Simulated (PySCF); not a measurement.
## O²⁺ (oxygen, charge +2) across methods

[He] 2s1 2p2 3d1, one real determinant (an excited configuration). Calculation: PySCF 2.14, in aug-cc-pCVTZ-DK with one added diffuse shell each of s, p, d, f type (8s7p5d3f, 75 functions); the spin-free X2C one-electron Hamiltonian (Gaussian nucleus).

| method | E (hartree) | mean ε 2s α (eV) | mean ε 2p α (eV) | mean ε 3d α (eV) | Σ⟨r²⟩ (bohr²) | ⟨S²⟩ |
| --- | --- | --- | --- | --- | --- | --- |
| PBE0 | -71.4962 | -75.153 | -60.242 | -13.134 | 14.42 | 6.000 |
| UHF | -71.42941 | -85.832 | -69.290 | -14.454 | 15.30 | 6.000 |
| wB97X-V | -71.5315 | -77.364 | -62.426 | -14.840 | 14.33 | 6.000 |
| TPSSh | -71.5630 | -73.477 | -58.606 | -12.728 | 14.30 | 6.000 |
| r2SCAN | -71.5443 | -73.138 | -58.362 | -12.431 | 14.51 | 6.000 |
| PBE | -71.4876 | -71.470 | -57.093 | -12.585 | 14.21 | 6.000 |
| LDA | -70.9868 | -71.069 | -56.879 | -12.403 | 14.16 | 6.000 |
| B97-3 | -71.5349 | -75.328 | -60.309 | -13.233 | 14.40 | 6.000 |

Estimate the same row for CAM-B3LYP.

E (hartree) = -71.5124; mean ε 2s α (eV) = -76.249; mean ε 2p α (eV) = -61.494; mean ε 3d α (eV) = -14.030; Σ⟨r²⟩ (bohr²) = 14.41; ⟨S²⟩ = 6.000.

⟨L²⟩ = 7.99 against 12 for a pure F term, so this real determinant mixes terms. The outer electron is Rydberg-like, and this basis confines it to a smaller radius and binds it less than a complete one would.
